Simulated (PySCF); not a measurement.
Si(F)2(Cl)(Me) (CH3ClF2Si), SMILES F[Si](F)(Cl)C. Atoms are numbered in the order given.

```xyz
8

C     -1.5042    -1.2647     0.0000
Si     0.0712    -0.3222     0.0000
F      0.9645    -0.6866     1.2874
F      0.9645    -0.6866    -1.2874
Cl    -0.2255     1.6965     0.0000
H     -2.0985    -1.0187     0.8922
H     -2.0985    -1.0187    -0.8922
H     -1.3017    -2.3464     0.0000
```
Charge 0, spin multiplicity 1.

The structure is a stationary point at PBE0-D3(BJ)/def2-SVP.

Level of theory: TDA-M06-2X/def2-SVPD (PySCF 2.14.0).

Vertical excitations.  State labels are in the subgroup Cs.

Computed lowest excited states:
| state | symmetry | energy (eV) | λ (nm) | f | main pairs |
|---|---|---|---|---|---|
| S1 | A' | 8.84 | 140 | 0.141 | HOMO→LUMO 74 % |
| S2 | A" | 8.95 | 139 | 0.048 | HOMO−1→LUMO 67 %, HOMO−1→LUMO+1 19 % |
| S3 | A' | 9.46 | 131 | 0.048 | HOMO−2→LUMO 51 %, HOMO→LUMO+1 23 %, HOMO→LUMO 13 % |
| S4 | A" | 9.62 | 129 | 0.007 | HOMO→LUMO+4 47 %, HOMO→LUMO+3 42 % |
| S5 | A' | 9.91 | 125 | 0.095 | HOMO−2→LUMO 27 %, HOMO→LUMO+5 14 %, HOMO→LUMO+1 13 %, HOMO→LUMO+2 11 % |
| S6 | A" | 9.96 | 124 | 0.005 | HOMO−1→LUMO+1 24 %, HOMO−1→LUMO 21 %, HOMO−1→LUMO+5 18 %, HOMO−1→LUMO+2 16 % |
| S7 | A' | 10.04 | 123 | 0.016 | HOMO−1→LUMO+4 22 %, HOMO−1→LUMO+3 20 %, HOMO→LUMO+2 10 %, HOMO→LUMO+9 9 % |
| S8 | A" | 10.30 | 120 | 0.000 | HOMO−1→LUMO+2 35 %, HOMO−1→LUMO+1 12 %, HOMO−1→LUMO+7 12 %, HOMO−1→LUMO+9 9 % |
| S9 | A' | 10.41 | 119 | 0.001 | HOMO→LUMO+2 22 %, HOMO→LUMO+1 21 %, HOMO−2→LUMO+1 16 %, HOMO−2→LUMO+9 10 % |
| S10 | A" | 10.42 | 119 | 0.011 | HOMO−2→LUMO+4 40 %, HOMO−2→LUMO+3 35 %, HOMO−1→LUMO+2 10 % |
| T1 | A' | 8.43 | 147 | 0 | HOMO→LUMO 57 %, HOMO→LUMO+1 16 %, HOMO→LUMO+9 11 % |
| T2 | A" | 8.56 | 145 | 0 | HOMO−1→LUMO 52 %, HOMO−1→LUMO+1 24 %, HOMO−1→LUMO+9 14 % |
| T3 | A' | 9.17 | 135 | 0 | HOMO−2→LUMO 55 %, HOMO→LUMO+1 12 %, HOMO→LUMO 11 % |
| T4 | A' | 9.36 | 132 | 0 | HOMO−1→LUMO+4 22 %, HOMO−1→LUMO+3 17 %, HOMO→LUMO+2 11 %, HOMO→LUMO 10 % |
Triplets are in the Tamm–Dancoff approximation.
